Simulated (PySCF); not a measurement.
## How methods differ on the excitation energy of In²⁺

In²⁺ [Kr] 4d10 5s1 (2S) → In²⁺ [Kr] 4d10 5d1 (2D), as a difference of total energies. Calculation: PySCF 2.14, in aug-cc-pVQZ-PP with ECP28MDF; a scalar-relativistic core potential. The calculations carry no spin-orbit coupling.

```tsv
method	excitation energy (eV)
UHF	14.837
LDA	16.304
PBE	15.738
PBE0	15.599
r2SCAN	15.718
PW91	15.822
LC-wPBE	15.875
M06-2X	15.425
```

The promoted electron is Rydberg-like, and one or two diffuse shells describe it only roughly, which tends to raise the upper state.
